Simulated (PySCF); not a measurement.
C₇H₅FO.
Bonds: O1–C2 (double), C2–C3, C3–C4 (aromatic), C4–C5 (aromatic), C5–C6 (aromatic), C6–C7 (aromatic), C7–C8 (aromatic), C8–F9, C3–C8 (aromatic). Hydrogens: H10 on C2; H11 on C4; H12 on C5; H13 on C6; H14 on C7.

Method used: PySCF, PBE0/def2-SV(P) geometry optimisation, gas phase.

Give the optimised bond lengths and angles.

```json
{"bond": "O1=C2", "length (pm)": "120.6", "order": "double"}
{"bond": "C2–C3", "length (pm)": "148.1", "order": "single"}
{"bond": "C3–C4", "length (pm)": "140.2", "order": "aromatic"}
{"bond": "C4–C5", "length (pm)": "138.9", "order": "aromatic"}
{"bond": "C5–C6", "length (pm)": "139.9", "order": "aromatic"}
{"bond": "C6–C7", "length (pm)": "139.3", "order": "aromatic"}
{"bond": "C7–C8", "length (pm)": "139.0", "order": "aromatic"}
{"bond": "C8–F9", "length (pm)": "133.1", "order": "single"}
{"bond": "C3–C8", "length (pm)": "139.8", "order": "aromatic"}
{"bond": "C2–H10", "length (pm)": "111.6", "order": "single"}
{"bond": "C4–H11", "length (pm)": "109.4", "order": "single"}
{"bond": "C5–H12", "length (pm)": "109.4", "order": "single"}
{"bond": "C6–H13", "length (pm)": "109.4", "order": "single"}
{"bond": "C7–H14", "length (pm)": "109.3", "order": "single"}
```

Orders are formal, as drawn. A selection of angles:
```json
{"angle": "O1–C2–C3", "degrees": "123.5"}
{"angle": "O1–C2–H10", "degrees": "120.9"}
{"angle": "C3–C2–H10", "degrees": "115.6"}
{"angle": "C2–C3–C4", "degrees": "119.9"}
{"angle": "C2–C3–C8", "degrees": "121.8"}
{"angle": "C4–C3–C8", "degrees": "118.3"}
{"angle": "C3–C4–C5", "degrees": "120.8"}
{"angle": "C3–C4–H11", "degrees": "117.3"}
{"angle": "C5–C4–H11", "degrees": "121.8"}
{"angle": "C4–C5–C6", "degrees": "119.6"}
{"angle": "C4–C5–H12", "degrees": "120.3"}
{"angle": "C6–C5–H12", "degrees": "120.1"}
{"angle": "C5–C6–C7", "degrees": "120.7"}
{"angle": "C5–C6–H13", "degrees": "120.0"}
{"angle": "C7–C6–H13", "degrees": "119.3"}
{"angle": "C6–C7–C8", "degrees": "118.8"}
{"angle": "C6–C7–H14", "degrees": "121.9"}
{"angle": "C8–C7–H14", "degrees": "119.2"}
{"angle": "C7–C8–F9", "degrees": "118.8"}
{"angle": "C3–C8–C7", "degrees": "121.8"}
{"angle": "C3–C8–F9", "degrees": "119.4"}
```

Dihedral angles: O1–C2–C3–C4 0° (synperiplanar).

Of the pairs four or more bonds apart, F9···H10 is among the closest relative to their van der Waals radii: 2.46 Å, 92 % of the sum of Bondi's values. The C–C distances run from 1.389 Å (C4–C5, aromatic) to 1.481 Å (C2–C3, drawn single), a spread of 0.092 Å. The 6-membered ring C3–C4–C5–C6–C7–C8 has internal angles of 118.3° to 121.8°; it is planar, 0.00 Å rms from its mean plane, widest ring torsion 0°. The 9 heavy atoms lie in one plane (0.000 Å rms).

Point group: Cs (every atom within 0.08 Å of its image). PBE0/def2-SV(P) frequencies: not computed here. The numbers are those of one conformer.
